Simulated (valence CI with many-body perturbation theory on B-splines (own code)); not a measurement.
**Pb XLIII in brief**

Level of theory: valence CI with perturbative core correlation (CI+MBPT): four valence electrons over a frozen Dirac-Fock core [Kr], radial functions for each j: 7 s, 7 p, 8 d, 6 f, 4 g, 1 h, with the one-electron correlation potential Σ1 (screened to all orders), the two-electron term Σ2, the three-electron term Σ3, Breit, model QED; selected single and double excitations, second order for the rest, scaled by the run's own slope (own B-spline code, finite nucleus).

No measured spectrum was set against this ion. As an estimate, large intervals hold to a few tenths of a per cent, small ones and those within an open d or f shell to about a per cent. Only levels of the ground parity were solved; by the run's estimate the other parity begins above the list, which can be wrong where configurations are misplaced.

Levels are named by their leading jj configuration (3d3/2^4 stands for four electrons in 3d with j = 3/2), which in mixed levels can hold well under half, so a name can repeat and another be missing.

Rates and lifetimes use the calculated energies. Strong lines usually hold to 10 to 20 %, long lifetimes can be off by a factor of two.

(1) What is the ground level?

(2) Name the longest-lived excited levels whose lifetime is computed, and their main decay.

(3) How well does LS coupling describe the low levels?

(4) What is the ionisation energy?

Answers

(1) (4d3/2^4) J=0, composition 60 % 4d⁴ ³P + 26 % 4d⁴ ⁵D + 14 % 4d⁴ ¹S.

(2) (4d3/2^2 4d5/2^2) J=6 at 522640 cm⁻¹ lives 18.1 ms, mostly by E2 to (4d3/2^3 4d5/2) J=4; (4d3/2^3 4d5/2) J=3 at 287170 cm⁻¹ lives 12.7 ms, mostly by M1 to (4d3/2^3 4d5/2) J=4. The lifetime of (4d3/2^3 4d5/2) J=4 is too uncertain to give, and may be longer.

(3) Among the lowest 20 levels the leading LS term, summed over configurations, holds 48 % on average. For single configurations the figures are 48 % in LS and 97 % in jj coupling. Terms mix most in the J = 4 level at 267760 cm⁻¹, where the leading one holds 28 %.

(4) 2102.4 eV; NIST lists 2101 ± 4 eV (theoretical).
